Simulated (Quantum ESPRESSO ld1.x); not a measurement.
The mean radii <r> (bohr) of the occupied orbitals of an atom or ion are listed with their occupations. Method: scalar-relativistic Kohn-Sham, LDA (Slater exchange, VWN5 correlation), spin-polarised, spherical densities, point nucleus; computed with ld1.x of Quantum ESPRESSO 7.5.

| orbital | occ. | <r> |
|---|---|---|
| 1s up | 1 | 0.01579 |
| 1s down | 1 | 0.01579 |
| 2s up | 1 | 0.06649 |
| 2s down | 1 | 0.06649 |
| 2p up | 3 | 0.06056 |
| 2p down | 3 | 0.06056 |
| 3s up | 1 | 0.1717 |
| 3s down | 1 | 0.1717 |
| 3p up | 3 | 0.1738 |
| 3p down | 3 | 0.1738 |
| 3d up | 5 | 0.1575 |
| 3d down | 5 | 0.1575 |
| 4s up | 1 | 0.3769 |
| 4s down | 1 | 0.3769 |
| 4p up | 3 | 0.4024 |
| 4p down | 3 | 0.4023 |
| 4d up | 5 | 0.4217 |
| 4d down | 5 | 0.4214 |
| 4f up | 7 | 0.4374 |
| 4f down | 7 | 0.4362 |
| 5s up | 1 | 0.8093 |
| 5s down | 1 | 0.8065 |
| 5p up | 3 | 0.9010 |
| 5p down | 3 | 0.8985 |
| 5d up | 4 | 1.052 |

Name the element and its charge. Open shells, if any, are filled with parallel spins first.

Answer. Z = 83, bismuth, charge +11: Bi11+ in [Xe] 4f14 5d4. The 1s radius gives Z: for a bare nucleus <r> = (2 gamma + 1)/(2Z) with gamma = sqrt(1 - (Z/c)^2), 0.01561 bohr for Z = 83, and screening makes it slightly larger (0.01579 here). The occupations add up to 72, and the charge is Z minus that.
